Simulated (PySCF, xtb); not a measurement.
aminosilylcyclopropane (C3H9NSi), SMILES N[SiH2]C1CC1. The values are those of a single conformer.

Harmonic wavenumbers (cm⁻¹) from GFN2-xTB run with xtb at its own minimum, in rising order: 39, 139, 157, 252, 288, 481, 515, 612, 658, 734, 754, 810, 822, 846, 897, 961, 1005, 1022, 1070, 1071, 1115, 1162, 1249, 1350, 1451, 1492, 1529, 2243, 2246, 3010, 3070, 3074, 3080, 3092, 3475, 3508.

What does PBE-D3(BJ)/def2-SVP run with PySCF give at its own minimum? (The exact figures need the calculation; the answer reports its results.)

71, 132, 185, 235, 305, 416, 509, 622, 719, 774, 798, 817, 863, 876, 889, 898, 922, 992, 1017, 1027, 1076, 1137, 1183, 1265, 1390, 1435, 1498, 2136, 2158, 3046, 3051, 3066, 3135, 3146, 3481, 3574. Paired by order, the mean absolute difference is 41 cm⁻¹ and the zero-point energies are 70.5 and 69.8 kcal/mol.
